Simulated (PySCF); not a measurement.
## Dipole moment and polarisability across levels of theory

Compound: CH6AsNSi2.
SMILES: `[SiH3][AsH][SiH2]C#N`

PySCF, dipoles from the SCF density, polarisabilities from static response with core orbitals frozen. One conformer (not necessarily the lowest) at the PBE0-D3(BJ)/def2-SVP geometry, without solvent, vibrations or thermal averaging. Relativistic effects, spin–orbit coupling among them, are left out although an element past zinc is present.

The anisotropy is √(½[(α1 − α2)² + (α2 − α3)² + (α3 − α1)²]).

| level | μ (D) | α (Å³) | anisotropy (Å³) |
| --- | --- | --- | --- |
| LDA/def2-SVPD | 3.718 | 16.40 | 4.28 |
| PBE/def2-SVPD | 3.584 | 16.11 | 4.17 |
| B3LYP/def2-SVPD | 3.642 | 15.70 | 3.90 |
| PBE0/def2-SVPD | 3.653 | 15.61 | 3.88 |
| BHandHLYP/def2-SVPD | 3.717 | 15.21 | 3.63 |
| CAM-B3LYP/def2-SVPD | 3.687 | 15.45 | 3.72 |
| wB97X-D/def2-SVPD | 3.662 | 15.54 | 3.72 |
| LC-wPBE/def2-SVPD | 3.679 | 15.14 | 3.57 |
| HF/def2-SVPD | 3.767 | 14.71 | 3.30 |
| PBE0/6-31G* | 3.518 | 13.27 | 3.59 |
| PBE0/def2-SVP | 3.466 | 13.80 | 3.62 |
| PBE0/aug-cc-pVDZ | 3.680 | 15.88 | 3.87 |
| PBE0/def2-TZVP | 3.628 | 15.07 | 3.90 |
| PBE0/def2-TZVPD | 3.648 | 15.81 | 3.90 |

The dipole runs from 3.47 D (PBE0/def2-SVP) to 3.77 D (HF/def2-SVPD). No reference polarisability is at hand; against PBE0 in the largest diffuse basis at hand (def2-TZVPD) the other PBE0 rows deviate by 6-31G* -16%, def2-SVP -13%, def2-SVPD -1%, aug-cc-pVDZ 0%, def2-TZVP -5%. In one basis (def2-SVPD) the functionals order the polarisability from HF (lowest) to LDA (highest), a spread of 11%. With PBE0 the polarisability is 14.05 Å³ without diffuse functions (mean of 6-31G*, def2-SVP and def2-TZVP) and 15.77 Å³ with them (mean of def2-SVPD, aug-cc-pVDZ and def2-TZVPD).
